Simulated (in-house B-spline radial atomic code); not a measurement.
A fraction x of an electron is removed from 3p in Cr²⁺, starting from [Ar] 3d4 and keeping the highest spin. Level of theory: non-relativistic LC-wPBE, spin-polarised, spherical fractional occupations, point nucleus; calculated with a radial B-spline atomic code at the basis-set limit.

Caution: exact exchange at fractional occupations of open shells leaves self-interaction of up to several eV.

```tsv
x	E(x) - E(0) (eV)	3p down level (eV)
0	0.0000	-69.065
0.09	6.2666	-70.187
0.24	?	?
0.31	?	?
0.41	29.3847	-74.332
0.5	36.1286	-75.536
0.57	41.4493	-76.484
0.68	49.9455	-77.991
0.84	62.6019	-80.219
1	75.6183	-82.488
```

Task: What belongs in the row x = 0.24?

Result: An energy change of 16.9379 eV; 3p down at -72.101 eV.

Task: What belongs in the row x = 0.31?

Result: An energy change of 22.0171 eV; 3p down at -73.012 eV.

Task: Check Janak's theorem between x = 0.41 and 0.5.

Result: The slope of the energy is 74.93 eV; the orbital levels give 74.93 eV (-ε of the emptying orbital, averaged over the two points).
